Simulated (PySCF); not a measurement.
Compound: C₃H₄GeO.
Bonds: C1–C2 (triple), C2–C3, C3–O4 (double), C3–Ge5. Hydrogens: H6 on C1; H7, H8, H9 on Ge5.

Theory: PySCF 2.14.0, PBE0-D3(BJ)/def2-SVP geometry optimisation, gas phase.

**Question.** List the bond lengths and angles at this level.

**Answer.** 
```json
{"bond": "C1≡C2", "length (Å)": "1.214"}
{"bond": "C2–C3", "length (Å)": "1.452"}
{"bond": "C3=O4", "length (Å)": "1.208"}
{"bond": "C3–Ge5", "length (Å)": "2.009"}
{"bond": "C1–H6", "length (Å)": "1.076"}
{"bond": "Ge5–H7, Ge5–H8, Ge5–H9", "length (Å)": "1.537"}
```

Bonds in one row agree within 0.01 Å and their mean is given. A selection of angles:
```json
{"angle": "C2–C1–H6", "degrees": "178.5"}
{"angle": "C1–C2–C3", "degrees": "174.5"}
{"angle": "C2–C3–O4", "degrees": "123.2"}
{"angle": "C2–C3–Ge5", "degrees": "115.4"}
{"angle": "O4–C3–Ge5", "degrees": "121.4"}
{"angle": "C3–Ge5–H7", "degrees": "109.0"}
{"angle": "C3–Ge5–H9", "degrees": "107.7"}
{"angle": "H7–Ge5–H8", "degrees": "109.1"}
{"angle": "H7–Ge5–H9", "degrees": "111.3"}
```

The C–C distances run from 1.214 Å (C1≡C2, drawn triple) to 1.452 Å (C2–C3, drawn single), a spread of 0.238 Å. The 5 heavy atoms lie in one plane (0.001 Å rms). Ge5 (germanium bonded to C and 3 H) is tetrahedral (angles from 107.7° to 111.3°).

Point group: near Cs, missed by 0.11 Å at most; the miss may be what the optimiser left on a soft mode. Not checked by PBE0-D3(BJ)/def2-SVP frequencies.
